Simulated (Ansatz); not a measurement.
Reactions of C2H6OSi (`CO[Si]C`).

Isolated molecules relaxed with PBE0-D4/def2-TZVP in Ansatz; ΔE leaves out vibrations. CCSD(T)/CBS is the MP2 limit (def2-TZVPP, def2-QZVPP) plus CCSD(T) − MP2 in def2-TZVPP, frozen cores. This one scheme is used for every species. DFT in def2-TZVPP. Elements past krypton have def2 core potentials. For Te, Zn outer-core shells are correlated without core-valence functions, which leaves a few kJ/mol of doubt a bond. Scalar relativity is left out up to krypton. One conformer a species, not always the lowest.

```
                                                 reaction  B2PLYP (eV)  PBE-D4 (eV)  ωB97X-V (eV)  ωB97M-V (eV)  CCSD(T)/CBS(def2) (eV)
                       `CO[Si]C` + H–F → `C[Si]F` + CH₃OH        -0.35        -0.28         -0.35         -0.35                   -0.29
`CO[Si]C` + `FC(F)(F)[TeH]` → `C[Te]C(F)(F)F` + `CO[SiH]`         0.27         0.31          0.29          0.31                    0.24
   `CO[Si]C` + `S[CH2][ZnH]` → `CO[SiH]` + `CS[CH2][ZnH]`         0.47         0.46          0.46          0.48                    0.47
  `CO[Si]C` + `OB([SiH3])Cl` → `COB([SiH3])Cl` + `C[Si]O`        -0.04        -0.03         -0.03         -0.03                   -0.05
```

Largest T1 diagnostic: 0.015, for `CO[SiH]`.
